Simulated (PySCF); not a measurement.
AlH6P3, SMILES [PH2][Al]([PH2])[PH2].

Coordinates come from a PBE0-D3(BJ)/def2-SVP optimisation. One conformer was computed; it need not be the lowest.

Two levels are set side by side: TDA-PBE/def2-SVPD (PySCF) and TDA-ωB97X/def2-SVPD (PySCF). Vertical, same geometry. The lowest singlet is HOMO→LUMO 93 % with PBE and HOMO→LUMO 91 % with the other functional; states are paired by order. Differences are taken from unrounded values.

```csv
quantity,TDA-ωB97X
lowest singlet excitation (eV),5.01
lowest triplet excitation (TDA) (eV),4.38
first bright state (f over 0.05) (eV),6.13
its oscillator strength,0.15
```

Task: What does TDA-PBE give, and how far is it from TDA-ωB97X? (The exact figures need the calculation; the answer reports its results.)

Result: 
```
quantity                               TDA-PBE  TDA-PBE minus TDA-ωB97X
-------------------------------------  -------  -----------------------
lowest singlet excitation (eV)            4.17                    -0.84
lowest triplet excitation (TDA) (eV)      3.59                    -0.79
first bright state (f over 0.05) (eV)     4.97                    -1.16
its oscillator strength                   0.06                    -0.09
```

A lower first singlet is the usual sign of a functional without exact exchange. Differences between two approximate levels are no errors against the true value.

Rough cost on one machine, each run with all the roots and properties that it gave: TDA-ωB97X against TDA-PBE about 4 times.
